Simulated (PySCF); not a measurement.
## Electric field gradients and quadrupole coupling constants

Species: CH7NOSi2.
Structure used (GFN2-xTB), in Å, numbered top down from 1:
```
atom  x, y, z in Å
C1     2.492    0.821    0.459
N2     1.407    0.577   -0.100
Si3    0.521   -0.863   -0.445
O4    -0.999   -0.590    0.036
Si5   -2.431    0.163    0.048
H6     3.152    0.068    0.905
H7     2.841    1.850    0.524
H8     0.880   -2.086    0.271
H9     0.583   -0.970   -1.899
H10   -3.273   -0.718    0.855
H11   -2.264    1.484    0.649
H12   -2.909    0.264   -1.330
```

Field gradients from the PBE0/pcSseg-1 density (PySCF, non-relativistic), principal values in atomic units, ordered |Vxx| ≤ |Vyy| ≤ |Vzz|:

```json
{"atom": "N2", "Vxx": "0.0984", "Vyy": "0.9356", "Vzz": "-1.0340"}
{"atom": "O4", "Vxx": "-0.5301", "Vyy": "-0.5735", "Vzz": "1.1037"}
```

**Question.** Find the asymmetry η = (Vxx − Vyy)/Vzz and the couplings χ = eQV/h (234.96 MHz × Q in barn × V in au), with Q(14N) = 0.02044 b, Q(17O) = −0.0256 b.

**Answer.** 
```json
{"atom": "N2", "environment": "C=N nitrogen", "nucleus": "14N", "η": "0.81", "χzz (MHz)": "-4.966", "χxx (MHz)": "0.473", "χyy (MHz)": "4.493"}
{"atom": "O4", "environment": "siloxane oxygen", "nucleus": "17O", "η": "0.04", "χzz (MHz)": "-6.64", "χxx (MHz)": "3.19", "χyy (MHz)": "3.45"}
```

The gradient is axial or nearly so (η below 0.05) at O4. The tensor is traceless: Vxx + Vyy + Vzz = 0.

**Question.** What is Vzz at N2 in SI units (1 au = 9.71736 × 10²¹ V/m²)?

**Answer.** -1.0340 au = -10.048 × 10²¹ V/m².

**Question.** And the gradient at the other heavy atoms, for which no coupling is worked out here?

**Answer.** 
```tsv
atom	environment	Vzz (au)	η
C1	C=N carbon	0.477	0.12
Si3	oxygen-bound silicon	-0.424	0.83
Si5	oxygen-bound silicon	0.575	0.05
```

**Question.** What couplings would deuterons (Q(2H) = 0.00286 b) have in place of the hydrogens, at this geometry?

**Answer.** 
| atom | bonded to | bond length (Å) | Vzz (au) | η | χzz (kHz) |
| --- | --- | --- | --- | --- | --- |
| H6 | C1 | 1.095 | 0.2928 | 0.03 | 197 |
| H7 | C1 | 1.088 | 0.3060 | 0.01 | 206 |
| H8 | Si3 | 1.462 | 0.1596 | 0.01 | 107 |
| H9 | Si3 | 1.459 | 0.1614 | 0.01 | 108 |
| H10 | Si5 | 1.461 | 0.1612 | 0.02 | 108 |
| H11 | Si5 | 1.461 | 0.1607 | 0.02 | 108 |
| H12 | Si5 | 1.463 | 0.1600 | 0.03 | 108 |

Isolated species at its GFN2-xTB geometry (one conformer only). GFN2-xTB bond lengths can be off by several hundredths of an ångström, more for odd bonds, and the gradients follow them. The small basis limits the accuracy of the gradients.
